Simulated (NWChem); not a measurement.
System: RbI; SMILES [Rb][I]

NWChem input:

```
start job
memory heap 200 mb stack 900 mb global 1100 mb
geometry units angstroms noautoz
  Rb     0.000000     0.000000    -1.903600
  I      0.000000     0.000000     1.325380
end
basis spherical
  * library def2-svp
end
ecp
  Rb library def2-ecp
  I library def2-ecp
end
dft
  xc b3lyp
  iterations 150
  mulliken
end
task dft energy
```

The geometry was optimised at PBE0/def2-SVP. B3LYP is NWChem's, with the RPA form of VWN correlation. def2 effective core potentials on Rb, I; no spin-orbit coupling.

Q: Predict the main results of this run. (B3LYP/def2-SVP with def2 effective core potentials on Rb, I.) Quantities: basis functions; energy (Ha); highest occupied level (eV); orbital gap (eV); dipole (D).

A: 
| Quantity | Value |
|---|---|
| number of basis functions | 50 |
| energy (Ha) | -321.99 |
| highest occupied level (eV) | -5.03 |
| orbital gap (eV) | 3.23 |
| dipole (D) | 11.54 |
